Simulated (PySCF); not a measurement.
cobalt atom (Co), quartet; SVWN5/cc-pVTZ (PySCF).

PySCF was given this input:
```python
from pyscf import gto, scf, dft

mol = gto.Mole()
mol.atom = '''
    Co    0.00000000    0.00000000    0.00000000
'''
mol.basis = 'cc-pvtz'
mol.spin = 3
mol.verbose = 3
mol.build()

mf = dft.UKS(mol)
mf.xc = 'lda,vwn'
mf.kernel()
mf.analyze()
```

Task: Predict the main parts of the log of this PySCF run.

Result: 
```
SCF not converged.
SCF energy = -1380.18799412511 after 50 cycles  <S^2> = 3.7516607  2S+1 = 4.0008303
**** MO energy ****
                             alpha | beta                alpha | beta
MO #1   energy= -275.450026932775  | -275.447933629034  occ= 1 | 1
MO #2   energy= -32.2201352140464  | -32.1784998631138  occ= 1 | 1
MO #3   energy= -27.993201901875   | -27.9610423161581  occ= 1 | 1
MO #4   energy= -27.993182707908   | -27.9610297503994  occ= 1 | 1
MO #5   energy= -27.9914665099657  | -27.9593179864996  occ= 1 | 1
MO #6   energy= -3.52380408036038  | -3.44185749404593  occ= 1 | 1
MO #7   energy= -2.26358614960218  | -2.18398121286321  occ= 1 | 1
MO #8   energy= -2.2635531815685   | -2.18151808240646  occ= 1 | 1
MO #9   energy= -2.26200520427613  | -2.1815058874801   occ= 1 | 1
MO #10  energy= -0.235173967668788 | -0.149523920354222 occ= 1 | 1
MO #11  energy= -0.234749635262413 | -0.149406290585496 occ= 1 | 1
MO #12  energy= -0.210136469581875 | -0.14856997747719  occ= 1 | 1
MO #13  energy= -0.202459227340768 | -0.143242427768911 occ= 1 | 0
MO #14  energy= -0.20223102262508  | -0.132253918492661 occ= 1 | 0
MO #15  energy= -0.181936418475514 | -0.131969339009863 occ= 1 | 0
MO #16  energy= -0.0454223532179768 | -0.0193243260928471 occ= 0 | 0
MO #17  energy= -0.0396929366151868 | -0.019316938966483 occ= 0 | 0
MO #18  energy= -0.0396804385580892 | -0.0158321762105007 occ= 0 | 0
MO #19  energy= 0.0435296701368575 | 0.055208475293254  occ= 0 | 0
MO #20  energy= 0.132772499782643  | 0.156991827929465  occ= 0 | 0
MO #21  energy= 0.13774164327525   | 0.156998754934468  occ= 0 | 0
MO #22  energy= 0.137752375411538  | 0.160292750354817  occ= 0 | 0
MO #23  energy= 0.202605007086893  | 0.229603608131104  occ= 0 | 0

To work with the spin densities directly, `use mulliken_meta_spin()` only printing them here.

 ** Mulliken spin pop alpha/beta on meta-lowdin orthogonal AOs **
 ** Mulliken Spin Density (per atom)  **
spin density of  0 Co =      3.00000
 ** Mulliken pop alpha/beta on meta-lowdin orthogonal AOs **
 ** Mulliken atomic charges   ( Nelec_alpha | Nelec_beta ) **
charge of  0Co =     -0.00000  (    15.00000     12.00000 )
Dipole moment(X, Y, Z, Debye):  0.00000, -0.00000, -0.00000
```

Convergence was not reached.
